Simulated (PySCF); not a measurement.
Molfile (atoms numbered from 1):
```
C7H18PSi
     RDKit          3D

 27 27  0  0  0  0  0  0  0  0999 V2000
    3.2020    0.0260   -0.2153 C   0  0  0  0  0  0  0  0  0  0  0  0
    1.8687    0.7636   -0.1542 C   0  0  0  0  0  0  0  0  0  0  0  0
    0.5866   -0.1581    0.7275 P   0  0  2  0  0  0  0  0  0  0  0  0
    0.1510   -1.7274   -0.0832 C   0  0  0  0  0  0  0  0  0  0  0  0
   -1.3833   -1.6601   -0.2104 C   0  0  0  0  0  0  0  0  0  0  0  0
   -1.7945   -0.1937   -0.3937 C   0  0  1  0  0  0  0  0  0  0  0  0
   -3.6950    0.0425   -0.3853 Si  0  0  0  0  0  4  0  0  0  0  0  0
   -1.0797    0.6218    0.7038 C   0  0  2  0  0  0  0  0  0  0  0  0
   -1.0758    2.1350    0.5478 C   0  0  0  0  0  0  0  0  0  0  0  0
    3.6117   -0.1628    0.7878 H   0  0  0  0  0  0  0  0  0  0  0  0
    3.9335    0.6380   -0.7615 H   0  0  0  0  0  0  0  0  0  0  0  0
    3.1192   -0.9358   -0.7429 H   0  0  0  0  0  0  0  0  0  0  0  0
    1.4636    0.9638   -1.1606 H   0  0  0  0  0  0  0  0  0  0  0  0
    1.9635    1.7390    0.3512 H   0  0  0  0  0  0  0  0  0  0  0  0
    1.0471   -0.3707    2.0461 H   0  0  0  0  0  0  0  0  0  0  0  0
    0.6370   -1.7272   -1.0725 H   0  0  0  0  0  0  0  0  0  0  0  0
    0.5240   -2.6001    0.4717 H   0  0  0  0  0  0  0  0  0  0  0  0
   -1.8457   -2.0712    0.7028 H   0  0  0  0  0  0  0  0  0  0  0  0
   -1.7200   -2.2904   -1.0459 H   0  0  0  0  0  0  0  0  0  0  0  0
   -1.4388    0.1594   -1.3817 H   0  0  0  0  0  0  0  0  0  0  0  0
   -4.0249    1.4481   -0.7502 H   0  0  0  0  0  0  0  0  0  0  0  0
   -4.1697   -0.2619    0.9975 H   0  0  0  0  0  0  0  0  0  0  0  0
   -4.2784   -0.9084   -1.3711 H   0  0  0  0  0  0  0  0  0  0  0  0
   -1.5123    0.3492    1.6847 H   0  0  0  0  0  0  0  0  0  0  0  0
   -0.5149    2.6331    1.3522 H   0  0  0  0  0  0  0  0  0  0  0  0
   -2.1064    2.5153    0.5902 H   0  0  0  0  0  0  0  0  0  0  0  0
   -0.6524    2.4444   -0.4195 H   0  0  0  0  0  0  0  0  0  0  0  0
  1  2  1  0
  2  3  1  0
  3  4  1  0
  4  5  1  0
  5  6  1  0
  6  7  1  0
  6  8  1  0
  8  9  1  0
  8  3  1  0
  1 10  1  0
  1 11  1  0
  1 12  1  0
  2 13  1  0
  2 14  1  0
  3 15  1  1
  4 16  1  0
  4 17  1  0
  5 18  1  0
  5 19  1  0
  6 20  1  6
  7 21  1  0
  7 22  1  0
  7 23  1  0
  8 24  1  1
  9 25  1  0
  9 26  1  0
  9 27  1  0
M  CHG  1   3   1
M  END
```

Geometry: PBE0-D3(BJ)/def2-SVP; GIAO shifts from PySCF 2.14, gas phase, non-relativistic, averaged over equivalent atoms.

At wB97X-D/pcSseg-1 (257 basis functions, 2.3 min wall time on 1 thread of an Intel Xeon Platinum 8259CL, shared host):
```
      atoms  δ (ppm)
         C8     38.3
         C5     32.5
         C6     30.1
         C4     22.6
         C9     12.5
         C2     12.4
         C1      7.6
         P3     10.3
        Si7    -56.3
        H15     5.49
H21/H22/H23     4.17
        H17     2.54
        H19     2.53
        H24     2.04
        H14     2.00
        H16     1.92
        H13     1.61
        H18     1.58
H25/H26/H27     1.51
H10/H11/H12     1.49
        H20     0.71
```

Chemical shifts δ = σref − σ; 13C (σref 184.54), 29Si (σref 352.93), 1H (σref 31.38) against TMS; H3PO4 for 31P (σref 307.18), all at this level.

What do these become at PBE0/pcSseg-1?

Results:


| atoms | δ at PBE0/pcSseg-1 | change |
| --- | --- | --- |
| C8 | 39.6 | +1.3 |
| C5 | 33.2 | +0.7 |
| C6 | 31.3 | +1.2 |
| C4 | 23.1 | +0.5 |
| C9 | 12.3 | -0.2 |
| C2 | 13.0 | +0.6 |
| C1 | 7.4 | -0.2 |
| P3 | 10.7 | +0.4 |
| Si7 | -57.2 | -0.9 |
| H15 | 5.56 | +0.07 |
| H21/H22/H23 | 4.21 | +0.04 |
| H17 | 2.61 | +0.07 |
| H19 | 2.60 | +0.07 |
| H24 | 2.14 | +0.10 |
| H14 | 2.07 | +0.07 |
| H16 | 1.96 | +0.04 |
| H13 | 1.66 | +0.05 |
| H18 | 1.62 | +0.04 |
| H25/H26/H27 | 1.52 | +0.01 |
| H10/H11/H12 | 1.49 | +0.00 |
| H20 | 0.80 | +0.09 |

References, each an isolated molecule treated in the same way: 13C (184.41 ppm), 29Si (351.99 ppm), 1H (31.27 ppm) vs TMS; 31P (310.13 ppm) vs H3PO4.

The largest change is at C8 (sp3 CH bonded to P). Cost: 257 basis functions, 100 s wall time on 1 thread of an Intel Xeon Platinum 8259CL, shared host. The order of the carbon signals changes between the two levels.

Experimental scales use liquid or dissolved standards, which lie at an offset from isolated H3PO4.
